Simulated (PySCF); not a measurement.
disiloxane cation (H6OSi2), SMILES [SiH3]O[SiH3] (connectivity only; charge and spin as stated), charge +1, multiplicity 2. Atoms are numbered in the order given.

```xyz
9

Si     1.6678     0.0000     0.0636
O      0.0000     0.0000    -0.2489
Si    -1.6678     0.0000     0.0636
H      2.1214    -1.2130    -0.7056
H      2.1214     1.2130    -0.7056
H      1.9368     0.0000     1.5161
H     -1.9368     0.0000     1.5161
H     -2.1214    -1.2130    -0.7056
H     -2.1214     1.2130    -0.7056
```
Charge +1, spin multiplicity 2.

The structure is a stationary point at PBE0-D3(BJ)/def2-SVP. A frequency run showed that this geometry is not a minimum. The multiplicity is an assumed one; other spin states were not compared.

Method: PBE/pcH-1 run with PySCF.

Unrestricted Kohn–Sham, ⟨S²⟩ = 0.754. Hyperfine tensors hold the contact and dipolar terms, without spin-orbit corrections.

### Question
Estimate the hyperfine couplings. (An estimate is asked for; the answer gives what the named calculation found.)

### Answer

| nucleus | A(iso) (MHz) | A(iso) (G) | dipolar principal values (MHz) |
|---|---|---|---|
| 29Si no. 1 | 59.7 | 21.3 | -20.0, 7.8, 12.2 |
| 17O no. 2 | -22.5 | -8.0 | -129.9, 64.8, 65.1 |
| 29Si no. 3 | 59.7 | 21.3 | -20.0, 7.8, 12.2 |
| 1H no. 4 | 270.8 | 96.6 | -4.8, -2.4, 7.2 |
| 1H no. 5 | 270.8 | 96.6 | -4.8, -2.4, 7.2 |
| 1H no. 6 | -10.7 | -3.8 | -2.1, -1.6, 3.7 |
| 1H no. 7 | -10.7 | -3.8 | -2.1, -1.6, 3.7 |
| 1H no. 8 | 270.8 | 96.6 | -4.8, -2.4, 7.2 |
| 1H no. 9 | 270.8 | 96.6 | -4.8, -2.4, 7.2 |

### Question
And the g tensor (effective nuclear charges for spin-orbit coupling, GIAO)? (The exact figures need the calculation; the answer reports its results.)

### Answer
principal values 2.0023, 2.0089, 2.0398; isotropic 2.0170.
